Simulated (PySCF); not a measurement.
# Charge on either side of a bond

Species: C7H12Si.
Atom-mapped SMILES: `[CH2:1]=[CH:2][C@:3]1([C:4](=[CH2:5])[CH3:6])[CH2:7][SiH2:8]1` (hydrogens: H9, H10 on C1; H11 on C2; H12, H13 on C5; H14, H15, H16 on C6; H17, H18 on C7; H19, H20 on Si8)

Cartesian coordinates in Å at the GFN2-xTB level; atoms count from 1:
```xyz
20
C7H12Si angstrom
C     -2.1379    1.6025   -0.0123
C     -0.8834    1.2445    0.2309
C     -0.2393   -0.0184   -0.1557
C      1.2394   -0.0070    0.0156
C      2.0831    0.0297   -1.0058
C      1.7211   -0.0409    1.4371
C     -0.8227   -0.7765   -1.3593
Si    -1.1915   -1.6390    0.2601
H     -2.8356    0.9673   -0.5309
H     -2.5154    2.5602    0.3016
H     -0.2448    1.9377    0.7654
H      3.1506    0.0401   -0.8604
H      1.7466    0.0650   -2.0278
H      2.7885    0.1584    1.4959
H      1.1900    0.6924    2.0419
H      1.5253   -1.0231    1.8694
H     -0.0881   -1.2212   -2.0160
H     -1.5868   -0.2543   -1.9175
H     -2.4925   -1.4853    0.8816
H     -0.4116   -2.8214    0.5831
```

Atomic charges (e) from the PBE0/pcSseg-1 density (PySCF):

```json
{"atom": "C1", "Mulliken": "-0.1812", "IAO": "-0.3566", "Hirshfeld": "-0.1216", "ESP-fitted": "-0.4709"}
{"atom": "C2", "Mulliken": "-0.0218", "IAO": "-0.1198", "Hirshfeld": "-0.0410", "ESP-fitted": "-0.2034"}
{"atom": "C3", "Mulliken": "-0.5609", "IAO": "-0.1921", "Hirshfeld": "-0.0543", "ESP-fitted": "+0.1107"}
{"atom": "C4", "Mulliken": "-0.3327", "IAO": "+0.0312", "Hirshfeld": "+0.0134", "ESP-fitted": "+0.2813"}
{"atom": "C5", "Mulliken": "-0.0537", "IAO": "-0.3456", "Hirshfeld": "-0.1176", "ESP-fitted": "-0.5906"}
{"atom": "C6", "Mulliken": "-0.1262", "IAO": "-0.4178", "Hirshfeld": "-0.1204", "ESP-fitted": "-0.5486"}
{"atom": "C7", "Mulliken": "-0.3232", "IAO": "-0.5124", "Hirshfeld": "-0.1620", "ESP-fitted": "-0.5710"}
{"atom": "Si8", "Mulliken": "+0.5315", "IAO": "+0.6229", "Hirshfeld": "+0.3048", "ESP-fitted": "+0.2100"}
{"atom": "H9", "Mulliken": "+0.1092", "IAO": "+0.1363", "Hirshfeld": "+0.0386", "ESP-fitted": "+0.1907"}
{"atom": "H10", "Mulliken": "+0.1131", "IAO": "+0.1520", "Hirshfeld": "+0.0425", "ESP-fitted": "+0.1885"}
{"atom": "H11", "Mulliken": "+0.0935", "IAO": "+0.1470", "Hirshfeld": "+0.0444", "ESP-fitted": "+0.1770"}
{"atom": "H12", "Mulliken": "+0.0991", "IAO": "+0.1440", "Hirshfeld": "+0.0413", "ESP-fitted": "+0.2000"}
{"atom": "H13", "Mulliken": "+0.1060", "IAO": "+0.1435", "Hirshfeld": "+0.0399", "ESP-fitted": "+0.2069"}
{"atom": "H14", "Mulliken": "+0.1114", "IAO": "+0.1438", "Hirshfeld": "+0.0441", "ESP-fitted": "+0.1687"}
{"atom": "H15", "Mulliken": "+0.1203", "IAO": "+0.1445", "Hirshfeld": "+0.0422", "ESP-fitted": "+0.1316"}
{"atom": "H16", "Mulliken": "+0.1274", "IAO": "+0.1476", "Hirshfeld": "+0.0395", "ESP-fitted": "+0.1428"}
{"atom": "H17", "Mulliken": "+0.1503", "IAO": "+0.1625", "Hirshfeld": "+0.0449", "ESP-fitted": "+0.1865"}
{"atom": "H18", "Mulliken": "+0.1446", "IAO": "+0.1570", "Hirshfeld": "+0.0413", "ESP-fitted": "+0.2065"}
{"atom": "H19", "Mulliken": "-0.0519", "IAO": "-0.0917", "Hirshfeld": "-0.0584", "ESP-fitted": "-0.0037"}
{"atom": "H20", "Mulliken": "-0.0548", "IAO": "-0.0962", "Hirshfeld": "-0.0611", "ESP-fitted": "-0.0132"}
```

Question: Cut each of the bonds C1–C2, C2–C3, C4–C3, C5–C4 and C6–C4 in turn and sum the charges on the side of the atom named first.

Answer: In e; the other side holds the opposite charge:

```tsv
bond cut	piece	atoms	Mulliken	IAO	Hirshfeld	ESP-fitted
C1–C2	CH2	3	+0.041	-0.068	-0.040	-0.092
C2–C3	C2H3	5	+0.113	-0.041	-0.037	-0.118
C4–C3	C3H5	8	+0.052	-0.009	-0.018	-0.008
C5–C4	CH2	3	+0.151	-0.058	-0.036	-0.184
C6–C4	CH3	4	+0.233	+0.018	+0.005	-0.106
```

Extremes among these pieces. Mulliken: lowest CH2 at C1, highest CH3 at C6; IAO: lowest CH2 at C1, highest CH3 at C6; Hirshfeld: lowest CH2 at C1, highest CH3 at C6; ESP-fitted: lowest CH2 at C5, highest C3H5 at C4.

Question: Do the schemes agree better on the pieces than on the single atoms at the cuts?

Answer: The spread between schemes averages 0.221 e for the pieces and 0.422 e for the atoms named first; it is smaller for the piece at 4 of the 5 cuts. On average they agree better on the pieces. The sign differs between schemes (beyond ±0.03 e) for CH2 at C1, C2H3 at C2, CH2 at C5 and CH3 at C6.

The structure is a single GFN2-xTB conformer in the gas phase; no vibrational or solvent corrections.
